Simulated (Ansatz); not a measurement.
These are frozen-core CCSD(T)/cc-pVTZ // PBE0-D3(BJ)/def2-TZVP in Ansatz (an electronic-structure program) values and carry that method's errors. The geometry is that of the parent before the electron was removed.

Ansatz 0.2 input:
```yaml
crystal:
  periodic: [false, false, false]
  atoms:
    - { symbol: C, position_ang: [2.067984, -0.661817, 0.169654] }
    - { symbol: Si, position_ang: [1.236284, 1.004062, 0.029127] }
    - { symbol: Si, position_ang: [-0.85021, 1.261317, -0.385841] }
    - { symbol: Si, position_ang: [-2.267639, -0.530316, -0.041005] }
    - { symbol: H, position_ang: [1.321625, -1.457222, 0.180174] }
    - { symbol: H, position_ang: [2.747346, -0.828493, -0.669404] }
    - { symbol: H, position_ang: [2.650085, -0.720584, 1.092555] }
    - { symbol: H, position_ang: [2.186241, 2.140778, -0.066274] }
    - { symbol: H, position_ang: [-1.393593, 2.642045, -0.404419] }
    - { symbol: H, position_ang: [-3.183779, -0.73638, -1.19524] }
    - { symbol: H, position_ang: [-1.413679, -1.739766, 0.108658] }
    - { symbol: H, position_ang: [-3.100665, -0.373624, 1.182015] }
basis:
  gaussian: { orbitals: cc-pVTZ }
correlation:
  method: ccsd_t
total_charge: 1
magnetization:
  spin_polarized: true
  initial_magnetization: 1
```

Output:

```
Functional definition: HF
1382 factors; integrals over basis functions are off by at most 1.3e-3 eV
mean field evaluation 1: about -24733.4854 eV, gradient 2.4e1 eV
mean field evaluation 2: about -24733.4957 eV, gradient 2.4e1 eV
mean field evaluation 4: about -24737.3961 eV, gradient 2.5e0 eV
mean field evaluation 8: about -24737.4822 eV, gradient 1.2e-3 eV
mean field evaluation 16: about -24737.4660 eV, gradient 1.8e-1 eV
mean field evaluation 32: about -24734.2870 eV, gradient 1.1e-1 eV
mean field -24737.48224471 eV, -909.0857048256 hartree, gradient 4.2e-6 eV, S^2 0.763308; 1 other end points of the search recorded, 0 dependent functions left out
determinant -24737.48224471 eV, -909.0857048256 hartree, with singles and doubles -24753.36215684 eV, -909.6692808324 hartree
determinant -24734.28721631 eV, -908.9682896972 hartree, with singles and doubles -24750.62799121 eV, -909.5688020987 hartree
16 core orbitals not correlated
reference -24737.48224471 eV, -909.0857048256 hartree; 12, 11 occupied and 216, 217 virtual orbitals, 1382 factors
second order -13.64192278 eV of doubles, -0.00000000 eV of singles
cycle   1  -15.53459443 eV  change    -1.1e0 eV  update   2.8e-2
cycle   2  -15.55949805 eV  change   -2.5e-2 eV  update   6.5e-3
cycle   3  -15.56140825 eV  change   -1.9e-3 eV  update   2.5e-3
cycle   4  -15.56259871 eV  change   -1.2e-3 eV  update   8.7e-4
cycle   5  -15.56289913 eV  change   -3.0e-4 eV  update   3.8e-4
cycle   6  -15.56300802 eV  change   -1.1e-4 eV  update   1.7e-4
cycle   7  -15.56308109 eV  change   -7.3e-5 eV  update   7.7e-5
cycle   8  -15.56307494 eV  change    6.2e-6 eV  update   3.4e-5
cycle   9  -15.56305295 eV  change    2.2e-5 eV  update   1.3e-5
perturbative correction -0.59652513 eV, -0.0219218941 hartree
Total energy: -24753.64182279 eV, -909.6795583666 hartree
```

Cost: very roughly 40 core-minutes.
